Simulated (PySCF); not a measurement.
```xyz
15

Ga    -0.0251    -0.0871    -0.0865
H     -1.4295     0.5072    -0.5174
H      0.0101    -1.3220     0.9059
H      1.1618     0.0368    -1.1278
C      1.3268     3.4183     3.0510
C      1.7568     2.1055     3.2290
C      1.3351     1.1376     2.3251
N      0.5358     1.4296     1.2952
C      0.1172     2.6861     1.1198
C      0.4913     3.7145     1.9766
H      1.6380     4.2029     3.7446
H      2.4094     1.8281     4.0584
H      1.6338     0.0898     2.4180
H     -0.5424     2.8565     0.2645
H      0.1281     4.7284     1.8010
```

Charge 0, multiplicity 1.

Task: Give the Mulliken and meta-Löwdin atomic charges from PBE0-D3(BJ)/def2-TZVP // PBE0-D3(BJ)/def2-SVP run with PySCF.

Result: 
| atom | Mulliken (e) | meta-Löwdin (e) |
|---|---|---|
| Ga1 | 0.11 | 0.01 |
| H2 | -0.14 | -0.11 |
| H3 | -0.14 | -0.11 |
| H4 | -0.13 | -0.10 |
| C5 | -0.13 | -0.07 |
| C6 | -0.08 | -0.13 |
| C7 | -0.05 | 0.02 |
| N8 | -0.08 | -0.11 |
| C9 | -0.05 | 0.02 |
| C10 | -0.08 | -0.13 |
| H11 | 0.15 | 0.14 |
| H12 | 0.15 | 0.14 |
| H13 | 0.16 | 0.15 |
| H14 | 0.16 | 0.15 |
| H15 | 0.15 | 0.14 |
